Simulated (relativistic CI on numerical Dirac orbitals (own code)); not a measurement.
What each ingredient does to the levels of Bi48+

Base calculation: Dirac-Coulomb-Breit CI, orbitals from a KLI potential per configuration, model QED, unscaled Slater integrals.

Configurations in the expansion (outside the closed core [Ar] 3d10): 4s2 4p5, 4s 4p6, 4s2 4p4 4d, 4s2 4p4 4f, 4s 4p5 4d, 4s 4p5 4f, 4p6 4d, 4s2 4p3 4d 4f, 4s 4p4 4d2, 4p6 4f, 4s 4p4 4f2, 4p5 4d 4f, 4s2 4p4 5s, 4p6 5s, 4s2 4p4 5p, 4s2 4p3 4f 5s, 4s 4p4 4d 5s, 4s 4p5 5s, 4s2 4p4 5d, 4s2 4p4 5f, 4s 4p5 5p, 4s2 4p4 5g, 4s 4p5 5d, 4p5 4f 5s, 4s 4p5 5f, 4s2 4p4 6s, 4s 4p5 5g, 4s2 4p3 4d2, 4s2 4p2 4d3, 4s2 4p2 4d2 4f, 4s 4p3 4d3, 4s 4p3 4d2 4f, 4s2 4p2 4d2 5s, 4p5 4d2, 4p4 4d3, 4p4 4d2 4f, 4p4 4d2 5s, 4p5 4d 5s, 4p4 4d 4f 5s, 4p4 4d 5s2, 4s2 4p3 5s2, 4s2 4p2 4d 5s2, 4s2 4p2 4f 5s2, 4s 4p3 4d 5s2, 4s 4p3 4f 5s2. Double excitations out of closed p, d and f shells are left out; levels of such configurations are missing from the list, as are those of other unlisted configurations, and high levels can miss mixing partners. These lack a partner that the ground configuration has and come out too high: 4s2 4p4 5p, 4s 4p5 5s, 4s2 4p4 5d, 4s2 4p4 5f, 4s 4p5 5p.

Variants: (1) valence Slater integrals scaled by 0.9; (2) Breit term removed; (3) configuration mixing switched off. Shifts of the energy above 4s2 4p5 2P°_3/2, in eV, for the lowest level and the first level of each name with at least 55 % of one term (blank where a level changes its place among those of its configuration and J or its character, or is not in the variant):

| Level | Base | Δ(1) | Δ(2) | Δ(3) |
| --- | --- | --- | --- | --- |
| 4s2 4p5 2P°_3/2 | 0.000 | 0.000 | 0.000 | 0.000 |
| 4s2 4p5 2P°_1/2 | 172.755 | +0.182 | +1.721 | +0.954 |
| 4s2 4p4 4d 2D_3/2 | 197.719 | -0.368 | +0.609 | +0.396 |
| 4s2 4p4 4d 4F_9/2 | 220.403 | +0.776 | +1.494 | -0.168 |
| 4s2 4p4 4d 2P_1/2 | 223.469 | +0.812 | +1.328 | +3.861 |
| 4s 4p6 2S_1/2 | 305.441 | +1.440 | +0.453 | +8.848 |
| 4s2 4p4 4d 4D_1/2 | 348.140 | +1.878 | +2.375 | +0.578 |
| 4s2 4p4 4d 2G_7/2 | 359.986 | +0.667 | +2.582 | +0.991 |
| 4s2 4p4 4d 2G_9/2 | 395.697 | +0.672 | +3.317 | +0.873 |

At this charge energies of transitions that change n are usually good to better than 1 %, and those within a shell (Δn = 0) to a few per cent.

Ionisation energy from the two ground configurations alone: base 2702.6 eV; Breit term removed 2705.26 eV. The NIST ASD value (theoretical) is 2703 eV.

LS names give the leading component of a level, which can be under half, so a name can repeat, a term be missing and a line seem to break the LS rules.
